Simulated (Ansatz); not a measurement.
Geometry optimisation, DFT PBE-D3(BJ), scalar-relativistic, plane waves, PAW (Ansatz 0.2.0).

The input (input.yaml):

```yaml
accuracy: low
crystal:
  lattice:
    - [7.387659, 0.0, 0.0]
    - [0.0, 7.387659, 0.0]
    - [0.0, 0.0, 7.387659]
  atoms:
    - { symbol: O, position: [0.5571384, 0.477002, 0.8619752] }
    - { symbol: C, position: [0.7154508, 0.5072073, 0.7757087] }
    - { symbol: O, position: [0.7309426, 0.5403786, 0.61573] }
    - { symbol: H, position: [0.4624528, 0.487636, 0.7696356] }
    - { symbol: H, position: [0.8272255, 0.4970362, 0.8727665] }
    - { symbol: O, position: [0.06051, 0.5614012, 0.2376849] }
    - { symbol: C, position: [0.0808331, 0.6883787, 0.367611] }
    - { symbol: O, position: [0.1848344, 0.6781464, 0.4941516] }
    - { symbol: H, position: [0.1452498, 0.4639357, 0.2680934] }
    - { symbol: H, position: [-0.011158, 0.8016486, 0.3406885] }
    - { symbol: O, position: [0.325335, 0.8536331, 0.1625759] }
    - { symbol: C, position: [0.3368343, 0.9868729, 0.0379484] }
    - { symbol: O, position: [0.2315954, 1.0096064, -0.0859124] }
    - { symbol: H, position: [0.2174291, 0.7831521, 0.1310513] }
    - { symbol: H, position: [0.4558294, 1.0708387, 0.0663587] }
    - { symbol: O, position: [0.4161775, 0.29725, 0.582538] }
    - { symbol: C, position: [0.4068491, 0.2099707, 0.4221871] }
    - { symbol: O, position: [0.4203332, 0.0476435, 0.402148] }
    - { symbol: H, position: [0.4354315, 0.2033795, 0.6743131] }
    - { symbol: H, position: [0.3852552, 0.3086584, 0.3135055] }
    - { symbol: O, position: [0.7964036, 1.0677663, 0.8892432] }
    - { symbol: C, position: [0.9129187, 0.9275233, 0.9024052] }
    - { symbol: O, position: [0.9499668, 0.8482974, 1.0412728] }
    - { symbol: H, position: [0.7510765, 1.0894283, 1.012049] }
    - { symbol: H, position: [0.9684485, 0.8967873, 0.7682821] }
    - { symbol: O, position: [0.8077778, 0.1068988, 0.3523578] }
    - { symbol: C, position: [0.8502545, 0.2573798, 0.2576567] }
    - { symbol: O, position: [0.9343212, 0.2596273, 0.1167268] }
    - { symbol: H, position: [0.8582741, 0.0050452, 0.2839399] }
    - { symbol: H, position: [0.7969448, 0.3766325, 0.3280422] }
    - { symbol: O, position: [0.1583653, 0.5657063, 0.8821863] }
    - { symbol: C, position: [0.2371925, 0.4203328, 0.9600959] }
    - { symbol: O, position: [0.3356369, 0.4253382, 1.0913101] }
    - { symbol: H, position: [0.1973984, 0.6709195, 0.9529793] }
    - { symbol: H, position: [0.1982679, 0.2976467, 0.88627] }
    - { symbol: O, position: [-0.0317737, 0.1334416, 0.6566409] }
    - { symbol: C, position: [0.0933596, 0.2170548, 0.552874] }
    - { symbol: O, position: [0.1092008, 0.198333, 0.3906024] }
    - { symbol: H, position: [-0.1031994, 0.057879, 0.5742169] }
    - { symbol: H, position: [0.1779599, 0.3041339, 0.6381809] }
basis:
  ecutwfc: 420.0
kpoints:
  mp_grid: { grid: [1, 1, 1] }
hamiltonian:
  xc: pbe
  dispersion: d3bj
scf:
  occupations: { method: fermi_dirac, width: 0.02 }
  lower_state_search: "off"
relax:
  f_tol: 0.3
  max_steps: 15
  adjacent_minimum: "off"
```

Run as:

```bash
$ ansatz run input.yaml --threads 1 --pin off --max-ram 3072MiB --backend cpu --events-out ev --progress --plain --runs-dir out
```

Problem. Where does it end, and by what steps?

Solution. It converged. The threshold is loose, so the end isn't yet a minimum. Limits of this set-up: coarse k mesh, low accuracy level. After 13 steps the energy has fallen by 5.701 eV; H4 moved furthest, 1.81 Å.

```csv
step,energy less start (eV),largest force component (eV/Å),accepted
0,0.0000,2.070,yes
1,-1.8084,1.093,yes
2,-2.7112,0.932,yes
3,-3.3510,1.516,yes
4,-3.8296,1.557,yes
5,-4.2157,1.351,yes
6,-4.5212,0.802,yes
7,-4.8511,0.615,yes
8,-5.0292,0.972,yes
9,-5.1845,0.805,yes
10,-5.3448,0.435,yes
11,-5.4669,0.487,yes
12,-5.5880,0.318,yes
13,-5.7012,0.290,yes
```

```xyz
40
Lattice="7.3877 0.0000 0.0000 0.0000 7.3877 0.0000 0.0000 0.0000 7.3877" Properties=species:S:1:pos:R:3
O 3.821 4.732 5.493
C 4.933 4.058 5.167
O 5.373 3.953 4.038
H 3.365 5.120 4.691
H 5.403 3.622 6.065
O 0.420 4.644 2.377
C 0.751 5.438 3.371
O 1.449 5.139 4.326
H 0.813 3.728 2.545
H 0.319 6.450 3.242
O 2.121 6.233 1.141
C 2.805 6.977 0.309
O 2.376 7.330 -0.787
H 1.191 6.115 0.781
H 3.794 7.230 0.715
O 3.318 1.569 4.858
C 3.522 0.960 3.689
O 3.630 -0.240 3.523
H 3.120 0.865 5.562
H 3.586 1.707 2.873
O 5.594 7.239 6.166
C 6.517 6.455 6.637
O 6.983 6.543 7.784
H 5.591 8.107 6.727
H 6.884 5.693 5.941
O 5.934 0.853 2.050
C 5.777 1.982 1.377
O 5.826 2.049 0.149
H 6.281 0.131 1.411
H 5.579 2.853 2.019
O 1.516 3.739 6.813
C 1.919 2.734 7.603
O 3.036 2.626 8.069
H 2.327 4.259 6.545
H 1.084 2.015 7.763
O -0.284 1.294 4.615
C 0.596 2.135 4.111
O 0.892 2.174 2.918
H -0.774 0.883 3.859
H 1.032 2.794 4.869
```

Time of the run: 60 s on 1 thread of Arm Neoverse V1, with other jobs on the host, peak memory 0.43 GiB.
